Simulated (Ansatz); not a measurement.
**An elementary step**

Start structure (GeH3F, closed shell), relaxed at PBE0-D4/def2-TZVP:

| atom | x (Å) | y (Å) | z (Å) |
| --- | --- | --- | --- |
| Ge1 | -1.1022 | -0.5544 | -0.1913 |
| H2 | 1.4349 | 0.2425 | 0.0145 |
| F3 | 1.2346 | -0.3788 | -0.6440 |
| H4 | -1.0366 | 1.0187 | -0.4690 |
| H5 | -0.5307 | -0.3280 | 1.2899 |

The step: GeH₂ + HF → GeHF ([F][GeH]) + H₂; bonds formed: Ge1–F3, H2–H5; bonds broken: Ge1–H5, H2–F3. Program: Ansatz 0.2.0. Basis: def2-TZVPP and def2-QZVPP. Cores are frozen in the correlated methods. Filled d shells of the heavier atoms are correlated. The def2 sets are not built for correlating such inner shells, so the correlated values are less sure here. Extrapolation: Hartree–Fock as exp(−7.88 √X), correlation as X^−2.97. Energies below are by CCSD(T) at an estimated basis limit (MP2 extrapolated from triple and quadruple zeta, plus CCSD(T) − MP2 in triple zeta).

(1) What are the electronic barrier and the energy of the step, from the start structure to the end structure? (Judge from chemistry; the value comes from the calculation.)

The T1 diagnostic stays at or below 0.014.

Answers

(1) By the calculation: Barrier 11.95 kcal/mol; step energy -15.92 kcal/mol (downhill); reverse barrier, their difference, 27.86 kcal/mol. Barrier and step energy count from the start structure, the reverse barrier from the end structure.

The saddle point: One imaginary mode of 1096i cm⁻¹.
| pair | start (Å) | saddle (Å) | end (Å) |
| --- | --- | --- | --- |
| Ge1–F3 | 2.39 | 2.04 | 1.76 |
| H2–H5 | 2.41 | 1.01 | 0.76 |
| Ge1–H5 | 1.60 | 1.79 | 2.30 |
| H2–F3 | 0.93 | 1.20 | 2.90 |

Zero-point energy (harmonic, PBE0-D4): ZPE is 14.92 kcal/mol at the start and 13.81 kcal/mol at the saddle, so the barrier goes from 11.95 to 10.83 kcal/mol.

Labels in which every atom is bracketed show which atoms are joined, not bond orders.

For scale, one of the runs: CCSD(T)/def2-TZVPP, 121 basis functions, launched by `ansatz run in.yaml --threads 2 --pin off --events-out ev --progress --plain --max-ram 4352MiB`. Hardware: 2 CPU threads of an Arm Neoverse V2, shared host. Wall time about 9 s.
